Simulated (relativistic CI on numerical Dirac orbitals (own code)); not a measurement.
Input to a radial Dirac CI calculation:

```
atom Cl  Z=17  charge=15  electrons=2
nucleus A=35  rms_radius_fm=3.3654
hamiltonian dirac-coulomb  breit=on  qed=on  c_scale=1
orbitals kli  potential=per-configuration
slater_scale 0.9
correlation none
mixing on
configurations
  1s2
  1s 2p
  1p 2p
  1s 1p
end
```

(1) How did the run end?

Results:

(1) The self-consistent field of one configuration failed: SCF of 1p 2p ended with code -1.
